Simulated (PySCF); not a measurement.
A calculated (LDA, PySCF 2.14, x2c-QZVPPall with one added diffuse shell each of s, p, d, f, g type, scalar relativity by spin-free X2C-1e) atom or ion has these occupied shells.

| shell | electrons | orbital energy (eV) | rms radius, mean of both spins (bohr) |
| --- | --- | --- | --- |
| 1s α | 1 | -5882.7 | 0.0736 |
| 1s β | 1 | -5882.7 | 0.0736 |
| 2s α | 1 | -686.86 | 0.319 |
| 2s β | 1 | -685.21 | 0.319 |
| 2p α | 3 | -581.51 | 0.288 |
| 2p β | 3 | -580.24 | 0.288 |
| 3s α | 1 | -96.100 | 0.967 |
| 3s β | 1 | -92.180 | 0.967 |
| 3p α | 3 | -67.729 | 1.04 |
| 3p β | 3 | -63.887 | 1.04 |
| 3d α | 4 | -24.330 | 1.37 |

(1) Name the element and its charge.

Answers

(1) Cr²⁺ (chromium, charge +2), in [Ar] 3d4, high-spin 5D determinant.
